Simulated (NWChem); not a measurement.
# AlHOCl2; SMILES [Al]([Cl])([OH])[Cl]

```xyz
5

Al     0.3510     0.0077     0.0000
Cl    -0.6805    -1.8236     0.0000
Cl    -0.7077     1.8125     0.0000
O      2.0524     0.0974     0.0000
H      2.6167    -0.6920     0.0000
```
Atoms are numbered in this order, from 1.

Coordinates come from a PBE-D3(BJ)/def2-SVP optimisation.

Symmetry labels are those of Cs in the frame above (b1 and b2, or b-type labels, depend on it).

List the 4 lowest vertical singlet excitations from LDA (Slater exchange, VWN5)/6-31+G* (spherical d), TDA (NWChem).


```
state  energy (eV)  oscillator strength  symmetry  leading excitation (squared amplitude)
-----  -----------  -------------------  --------  --------------------------------------
S1            5.70                0.008        a'                      HOMO → LUMO (0.99)
S2            5.87                0.000        a"                    HOMO−1 → LUMO (0.99)
S3            5.99                0.000        a"                    HOMO−2 → LUMO (0.99)
S4            6.20                0.047        a'                    HOMO−3 → LUMO (0.92)
```
